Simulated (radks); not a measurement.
Problem. Er4+, configuration [Kr] 4d10 4f10 5s2 5p5 5d1 (not the ground configuration). Method: Dirac Kohn-Sham, LDA (Slater exchange, Perdew-Wang correlation), spin-unpolarised, spherical densities, finite nucleus; open shells are shared between the two j in proportion to 2j + 1; Fermi nuclear charge, rms radius 5.2516 fm; computed with a radial shooting solver on a logarithmic mesh with Libxc functionals.

Spin-orbit splittings of the eigenvalues, e(l+1/2) - e(l-1/2), with zeta = 2 splitting/(2l+1) and mean radii in bohr:

| shell | occ. | splitting (eV) | zeta (eV) | <r> j=l-1/2 | <r> j=l+1/2 |
|---|---|---|---|---|---|
| 2p | 6 | 915.7 | 610.5 | 0.07150 | 0.07877 |
| 3p | 6 | 192.2 | 128.1 | 0.2148 | 0.2285 |
| 3d | 10 | ? | ? | 0.2014 | 0.2056 |
| 4p | 6 | 43.76 | 29.17 | 0.5158 | 0.5471 |
| 4d | 10 | 8.012 | 3.205 | 0.5734 | 0.5843 |
| 4f | 10 | 1.242 | 0.3549 | 0.7176 | 0.7270 |
| 5p | 5 | 6.641 | 4.427 | 1.313 | 1.398 |
| 5d | 1 | 0.7401 | 0.2960 | 1.820 | 1.852 |
| 6p | 0 | 1.412 | 0.9412 | 3.003 | 3.143 |

Estimate the 3d splitting.

Solution. 42.04 eV (zeta = 16.81 eV).
